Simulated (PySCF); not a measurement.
Computed IR spectrum (relative IR intensity) of a molecule C5H7F. Coordinates come from a B3LYP-D3(BJ)/def2-SVP optimisation. Other conformers were not sampled. Level of theory: PySCF with B3LYP-D3(BJ)/def2-SVP. Harmonic, unscaled wavenumbers; measured fundamentals usually lie a few per cent lower.

Lines under 2 % of the strongest are left out, and lines within 2 cm⁻¹ are merged.

ν (cm⁻¹): 218 (vw), 318 (w), 415 (vw), 554 (m), 649 (w), 693 (s), 738 (m), 843 (w), 954 (m), 991 (vs), 1082 (m), 1104 (s), 1146 (m), 1323 (w), 1362 (m), 1371 (m), 1406 (w), 1450 (w), 1468 (w), 1484 (w), 2231 (w), 3031 (w), 3041 (m), 3046 (s), 3088 (m), 3123 (m), 3133 (m), 3469 (vs) (against the strongest line: vs over 80 %, s over 45 %, m over 15 %, w over 4 %, vw less)

Problem. Which structure fits?
A) C[C@@]1(F)C=CC1
B) CC1=C[C@@H](F)C1
C) C=C1CC[C@@H]1F
D) C#C[C@H](F)CC

Solution. D, C#C[C@H](F)CC
